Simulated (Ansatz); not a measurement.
The cluster Si₂F₃⁻, relaxed as a quintet with UKS PBE-D4/def2-SVPD in Ansatz, starting from the PBE-D4/def2-SVPD geometry of the charge -1 singlet. Force threshold 0.02 eV/Å.

The highest occupied level of the charge -1 quintet lies above zero (up to 0.87 eV). The electron is either unbound and held by the finite basis, or the level is raised by self-interaction error. At PBE-D4/def2-SVPD a singlet of charge -1 lies 2.86 eV below the quintet, each at its own geometry. The structure comes from a short search, and lower isomers may exist.

Start:

```xyz
5

Si   -0.406    0.414   -0.159
Si    1.458   -0.273    0.919
F    -1.626   -0.209   -1.172
F     1.505   -1.959    0.460
F    -0.931    2.027   -0.048
```

Estimate the energy that the relaxation releases and the steps that it takes.

1.71 eV, in 18 steps; 13 s on 4 threads of Intel Xeon Platinum 8488C on a shared host. No frequencies were taken in this run, so the end may be a saddle point.

Does the start keep its bonding and symmetry?

By distances, no bond broke or formed. The bond that changes most is Si1–Si2, from 2.26 to 2.35 Å (atoms count from 1). Point group Cs at the start, Cs at the end, both within 0.05 Å.

Predict the relaxed structure.


```xyz
5

Si   -0.376    0.689   -0.583
Si    0.931   -0.889    0.568
F    -1.781    0.139   -1.388
F     2.216   -1.981    1.139
F    -0.990    2.042    0.264
```
Bond lengths: 3 × F–Si 1.71 to 1.78 Å; 1 × Si–Si 2.35 Å.
